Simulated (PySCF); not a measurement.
CH6AlFO5Si

CH6AlFO5Si is a molecule drawn to mimic a surface site (built as: Si site whose three back bonds go to F, OAl(OH)2, OCH3; end group OH), neutral, singlet. The structure, one conformer, was relaxed in the gas phase by PBE0-D3(BJ)/def2-SVP. No frequency run checks that it is a minimum.

SMILES: CO[Si](O)(F)[O][Al]([OH])[OH]

| atom | x (Å) | y (Å) | z (Å) |
| --- | --- | --- | --- |
| Si1 | -1.037 | 1.170 | 0.180 |
| F2 | -2.012 | 2.069 | -0.730 |
| O3 | 0.379 | 1.044 | -0.618 |
| Al4 | 1.407 | -0.080 | -1.371 |
| O5 | 1.536 | -1.615 | -0.669 |
| O6 | 2.310 | 0.313 | -2.745 |
| O7 | -1.806 | -0.256 | 0.377 |
| C8 | -1.407 | -1.283 | 1.253 |
| O9 | -0.823 | 1.867 | 1.651 |
| H10 | 2.077 | -2.327 | -1.014 |
| H11 | 2.263 | 1.147 | -3.214 |
| H12 | -0.497 | -1.790 | 0.888 |
| H13 | -1.217 | -0.896 | 2.268 |
| H14 | -2.221 | -2.021 | 1.313 |
| H15 | -0.184 | 2.583 | 1.698 |

Shieldings: GIAO PBE0/pcSseg-1. Shifts are against computed references at the same level: C TMS (σ 184.4 ppm), H TMS (σ 31.27 ppm), Si TMS (σ 352.0 ppm). Core levels by delta-SCF with SCAN, pcX-2 on the ionised atom and pcseg-1 elsewhere, spin-free X2C (2p3/2 is the spin-free 2p value less a third of a first-order spin-orbit splitting); from the vacuum level, for chosen atoms.

Give the shieldings and core levels atom by atom.


```json
{"atoms": "Si1", "bonded to": "1 F + 3 O", "σ (ppm)": "435.1", "δ (ppm)": "-83.2", "core level (eV)": "2p3/2 108.87"}
{"atoms": "F2", "bonded to": "1 Si", "σ (ppm)": "329.7", "δ (ppm)": "-", "core level (eV)": "1s 692.30"}
{"atoms": "O3", "bonded to": "1 Al + 1 Si", "σ (ppm)": "279.3", "δ (ppm)": "-", "core level (eV)": "1s 538.06"}
{"atoms": "Al4", "bonded to": "3 O", "σ (ppm)": "478.4", "δ (ppm)": "-", "core level (eV)": "-"}
{"atoms": "O5", "bonded to": "1 Al + 1 H", "σ (ppm)": "332.3", "δ (ppm)": "-", "core level (eV)": "-"}
{"atoms": "O6", "bonded to": "1 Al + 1 H", "σ (ppm)": "327.6", "δ (ppm)": "-", "core level (eV)": "-"}
{"atoms": "O7", "bonded to": "1 C + 1 Si", "σ (ppm)": "312.9", "δ (ppm)": "-", "core level (eV)": "1s 538.33"}
{"atoms": "C8", "bonded to": "1 O + 3 H", "σ (ppm)": "131.7", "δ (ppm)": "52.7", "core level (eV)": "-"}
{"atoms": "O9", "bonded to": "1 Si + 1 H", "σ (ppm)": "291.6", "δ (ppm)": "-", "core level (eV)": "1s 539.00"}
{"atoms": "H10", "bonded to": "1 O", "σ (ppm)": "30.11", "δ (ppm)": "1.16", "core level (eV)": "-"}
{"atoms": "H11", "bonded to": "1 O", "σ (ppm)": "29.84", "δ (ppm)": "1.43", "core level (eV)": "-"}
{"atoms": "H12 H13 H14", "bonded to": "1 C", "σ (ppm)": "27.40", "δ (ppm)": "3.87", "core level (eV)": "-"}
{"atoms": "H15", "bonded to": "1 O", "σ (ppm)": "29.69", "δ (ppm)": "1.58", "core level (eV)": "-"}
```

Values are those of this one static structure, with the three H of a rotating XH3 group averaged; atoms that internal rotation interchanges would show their mean in an NMR spectrum.

Which of O3, O7, O9 holds its core electrons tightest, and by how much against the loosest?

O9 (bonded to 1 Si + 1 H), by 0.94 eV over O3 (bonded to 1 Al + 1 Si).

By CAM-B3LYP/def2-SVPD (TDDFT singlets, Tamm-Dancoff triplets, ionisation by delta-SCF), where does absorption start, and what does vertical ionisation take?

The lowest singlet lies at 7.05 eV (f 0.002), the strongest of the first 6 at 7.98 eV (f 0.070), the lowest triplet at 6.82 eV; vertical ionisation takes 10.90 eV.
